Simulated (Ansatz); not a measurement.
# Which is lower?

Two relaxed structures of CH$_{2}$SZn, singlet (PBE0-D4/def2-TZVP; forces vanish, vibrations not checked).

A:

```xyz
5
angstrom
S 0.9116 0.7230 -0.5242
C 0.1316 -0.6959 -0.0760
Zn -1.8006 -1.0878 -0.8813
H -0.1260 -0.6788 0.9921
H 0.8051 1.5895 0.5213
```

B:

```xyz
5
angstrom
S -1.3996 -1.1002 -1.2518
C -0.4936 -0.3768 -0.2719
Zn 0.9327 1.0351 0.6257
H 1.2290 0.7708 2.1328
H 1.0930 1.8132 -0.7401
```

Computed with Ansatz 0.2.0 (basis: def2-TZVPP); correlated methods freeze the cores. The 3s and 3p shells of Cu and Zn are frozen; filled d shells are correlated. B3LYP uses VWN-RPA correlation.

Which structure is lower at CCSD(T), and by how much? (An estimate is asked for; the value comes from the calculation.)

Computed: A, by 1.48 kcal/mol (electronic energy, against the other). By their contacts, A is CH₂SZn ([SH][CH][Zn]) and B is CH₂SZn ([S][C][ZnH2]).

Do the other methods give the same order? (Judge from chemistry; the calculation decides.)

By the calculation: Not all: HF, MP2 give the other order.

```
   method  E(B) − E(A) (kcal/mol)
   PBE-D4                   12.90
r2SCAN-D4                    6.62
  PBE0-D4                   11.42
 B3LYP-D4                   10.30
  wB97M-V                    0.20
       HF                   -2.23
      MP2                   -2.19
     CCSD                    1.09
  CCSD(T)                    1.48
```

T1 diagnostic: at most 0.026. The T1 diagnostic is large here, which may signal multireference character or strong orbital relaxation, so CCSD(T) is less sure. The restricted Hartree–Fock reference is unstable towards an unrestricted one at one or more of these structures. A large double-excitation amplitude points to some diradical character; no triplet was computed.

Labels in which every atom is bracketed show which atoms are joined, not bond orders.

For scale, one of the runs: CCSD(T)/def2-TZVPP, 165 basis functions, launched by `ansatz run in.yaml --threads 2 --pin off --events-out ev --progress --plain --max-ram 4352MiB`. The run took 35 s on 2 CPU threads of an Arm Neoverse V1 (shared host), with 1.2 GiB of host memory at its peak.
